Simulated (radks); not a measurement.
Problem. These are the eigenvalues of the occupied orbitals of an atom or ion with whole-number occupations (Ry). All-electron calculation, scalar-relativistic Kohn-Sham, r2SCAN, spin-polarised, spherical densities, finite nucleus; meta-GGA in the generalised Kohn-Sham scheme; Fermi nuclear charge, rms radius of each element as measured or else 0.836 A^(1/3) + 0.57 fm. Program: a radial shooting solver on a logarithmic mesh with Libxc functionals.

1s up: -21.50554
1s down: -21.45618
2s up: -2.01413
2s down: -1.83310
2p up: -1.30563

Which element is it, and in what charge state? The configuration may be excited. Open shells, if any, are filled with parallel spins first.

Solution. Z = 6, carbon, charge +1: C+ in [He] 2s2 2p1. The list shows which subshells hold electrons but not how many an open one holds; the 1s level, -10.753 hartree, gives Z - s = 4.6 by -(Z - s)^2/2, which with screening and relativity narrows Z to a few neighbours, and the depths of the outer levels then fix element, charge and occupations together.
